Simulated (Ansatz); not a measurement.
`BBC[SiH3]` from Hartree–Fock to CCSD(T)

```xyz
12

B    -0.2141   -1.4910    1.5920
B     0.3001   -0.0245    1.0617
C     0.9149    0.3391   -0.3087
Si   -0.5240    0.8138   -1.4424
H    -1.3251   -1.8998    1.3903
H     0.4852   -2.1993    2.2642
H     0.1037    0.8881    1.8309
H     1.4242   -0.4782   -0.8280
H     1.5593    1.2233   -0.2867
H    -1.3440    1.8964   -0.8392
H     0.0171    1.2941   -2.7411
H    -1.3974   -0.3620   -1.6929
```

Total charge 0; spin multiplicity 1. All single points use the PBE0-D4/def2-TZVP geometry. It is one conformer, not always the lowest. Frozen core, restricted reference, the Gaussian-basis code of Ansatz. CBS rows extrapolate triple and quadruple zeta; past MP2 they add the triple-zeta difference.

```
     basis     HF (Eh)  MP2 corr.
  def2-SVP  -380.62549   -0.41039
def2-TZVPP  -380.82733   -0.50393
def2-QZVPP  -380.84087   -0.53656
```

**Question.** Estimate the CCSD correlation energy and the (T) correction in each basis where they were run (hartree).

**Answer.** 
```
     basis  CCSD corr.       (T)
  def2-SVP    -0.47758  -0.01307
def2-TZVPP    -0.56651  -0.02002
 CBS(def2)    -0.62331     as TZ
```
